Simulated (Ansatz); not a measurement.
CH7BSi2, SMILES `C[SiH]1B[SiH2]1`. Total charge 0; spin multiplicity 1.

Z-matrix (Å, degrees):
```
C
Si 1 1.868
H 1 1.092 2 111.5
H 1 1.095 2 108.1 3 117.9
H 1 1.090 2 112.0 3 -122.8
B 2 1.880 1 129.2 3 125.7
Si 2 2.685 1 98.3 3 90.5
H 2 1.492 1 108.7 3 -56.5
H 6 1.191 2 123.3 1 173.5
H 7 1.485 2 89.1 1 -5.2
H 7 1.489 2 144.1 1 -127.4
```

(1) List the harmonic frequencies (cm⁻¹, unscaled) at PBE0-D4/def2-TZVP in Ansatz. (An estimate is asked.)

(2) Is this a minimum?

(3) Give the ideal-gas thermochemistry at 298.15 K and 1 bar (rigid rotor, harmonic oscillator; point group C1, symmetry number 1).

(4) And at 400, 500, 600, 800 and 1000 K?

Answers

(1) Computed: 128, 151, 184, 220, 364, 468, 517, 548, 623, 656, 703, 763, 768, 820, 876, 923, 973, 1273, 1441, 1444, 2190, 2210, 2238, 2664, 3049, 3125, 3163.

(2) Yes, all 27 modes are real.

(3) Zero-point energy 194.3 kJ/mol; H(298) − E = 215.4 kJ/mol; entropy 337.5 J/(mol·K), of which translation 164.4, rotation 109.9, vibration 63.2; G(298) − E = 114.7 kJ/mol.

(4) 
```
T (K)  H − E (kJ/mol)  S (J/mol/K)  G − E (kJ/mol)
  400           228.2        374.3            78.5
  500           242.7        406.7            39.4
  600           258.8        435.9            -2.8
  800           294.5        487.1           -95.2
 1000           333.7        530.9          -197.1
```
